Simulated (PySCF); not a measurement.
Isomers of C5H12O2Si2, one GFN2-xTB conformer each. Single-point energies are computed at PBE0/pcSseg-1 (PySCF, gas phase, no added dispersion term), electronic only.

| SMILES | GFN2-xTB relative energy (kcal/mol) |
| --- | --- |
| O=CC1(OC[SiH3])C[SiH2]C1 | 38.1 |
| O[SiH](O)[C@@H]1C[Si@@H]1C1CC1 | 0.0 |

Conformers: `[O:1]=[CH:2][C:3]1([O:4][CH2:5][SiH3:6])[CH2:7][SiH2:8][CH2:9]1` with O1–C2–C3–O4 -165°, C2–C3–O4–C5 69°, C3–O4–C5–Si6 -175°, C2–C3–C7–Si8 90°, C3–C7–Si8–C9 16°, C7–Si8–C9–C3 -16°, C2–C3–C9–Si8 -95°; `[OH:1][SiH:2]([OH:3])[C@@H:4]1[CH2:5][Si@@H:6]1[CH:7]1[CH2:8][CH2:9]1` with H–O1–Si2–O3 -37°, O1–Si2–O3–H -170°, O1–Si2–C4–C5 94°, C5–Si6–C7–C8 110°.

Question: What does PBE0/pcSseg-1 give for the same structures?

Answer: 
| SMILES | PBE0/pcSseg-1 E (Eh) | PBE0/pcSseg-1 (kcal/mol) | GFN2-xTB (kcal/mol) | point group |
| --- | --- | --- | --- | --- |
| O[SiH](O)[C@@H]1C[Si@@H]1C1CC1 | -926.52394 | 0.0 | 0.0 | C1 |
| O=CC1(OC[SiH3])C[SiH2]C1 | -926.42462 | 62.3 | 38.1 | C1 |

Both levels put the same isomer lowest. As drawn, the lower has a three-membered ring, an O–H bond and an Si–O bond, which the higher lacks; the higher has a four-membered ring and a C=O bond, which the lower lacks.

Question: Which frontier levels, dipoles and rotational constants go with these structures?

Answer: 
```
                        SMILES  HOMO (eV, PBE0/pcSseg-1)  LUMO (eV)  dipole (D)       A, B, C (MHz)
O[SiH](O)[C@@H]1C[Si@@H]1C1CC1                     -6.46       0.67        0.61  1997, 698.3, 594.5
      O=CC1(OC[SiH3])C[SiH2]C1                     -7.14      -0.98        1.55  2412, 602.9, 546.2
```
